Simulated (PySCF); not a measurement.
**Core binding energy against partial charge**

Compound: C6H13NSi.
Structure used (PBE0-D3(BJ)/def2-SVP), in Å, numbered top down from 1:
```xyz
21
C6H13NSi angstrom
C      3.3065   -0.3472    0.7285
C      2.0477   -0.7024    0.9858
C      1.0680   -1.2006   -0.0384
N     -0.1417   -0.4198   -0.0819
C     -0.0470    0.9435   -0.5733
C     -1.3711    1.6387   -0.2599
C     -2.5218    0.6552   -0.5228
Si    -1.7845   -0.9730    0.0788
H      3.9779    0.0045    1.5165
H      3.7156   -0.4017   -0.2863
H      1.6551   -0.6238    2.0076
H      0.8025   -2.2452    0.2044
H      1.5639   -1.2340   -1.0306
H      0.1528    0.9636   -1.6674
H      0.7951    1.4734   -0.0935
H     -1.4753    2.5696   -0.8404
H     -1.3736    1.9241    0.8059
H     -2.7197    0.5660   -1.6050
H     -3.4624    0.9613   -0.0421
H     -2.1588   -1.3604    1.4796
H     -2.1067   -2.1584   -0.7839
```

Binding energies: delta-SCF UKS SCAN, pcX-2 on the ionised atom, pcseg-1 elsewhere, spin-free X2C (PySCF 2.14.0). Charges: PBE0/pcSseg-1 ground-state density, for the ionised atom.

```tsv
atom	environment	C 1s (eV)	Mulliken (e)	IAO (e)	Hirshfeld (e)	ESP (e)
C7	sp3 carbon bound to silicon	289.96	-0.537	-0.543	-0.160	-0.296
C1	terminal =CH2 carbon	290.05	-0.165	-0.318	-0.104	-0.497
C2	alkene CH carbon	290.29	-0.245	-0.136	-0.041	+0.013
C6	ring CH2 carbon	290.55	-0.253	-0.246	-0.067	-0.107
C5	sp3 carbon bound to nitrogen	291.09	+0.049	-0.141	-0.028	-0.016
C3	sp3 carbon bound to nitrogen	291.41	+0.074	-0.142	-0.022	-0.289
```

**Question.** How well does each charge scheme correlate with the binding energies over these sites?

**Answer.** Mulliken: r = 0.86, slope 2.2 eV per e; Hirshfeld: r = 0.81, slope 8.9 eV per e; IAO: r = 0.71, slope 2.6 eV per e; ESP: r = 0.30, slope 0.9 eV per e. Mulliken charges have the highest r, on only 6 points.

**Question.** The point-charge model writes a binding energy as kq + V + constant, with V the potential of the other atoms' charges at the site. What does it give with the IAO charges?

**Answer.** V = Σ 14.40 eV Å × q/r over all other atoms: +5.96 eV at C7, +3.07 eV at C1, -0.46 eV at C2, +1.11 eV at C6, -0.78 eV at C5, -0.23 eV at C3. Fitting binding energy − V to q gives k = 18.9 eV per e and leaves an rms residual of 0.56 eV, against 0.38 eV for the fit on q alone. The model has no term for differences in relaxation between sites.

Geometry: PBE0-D3(BJ)/def2-SVP, one conformer, isolated molecule.
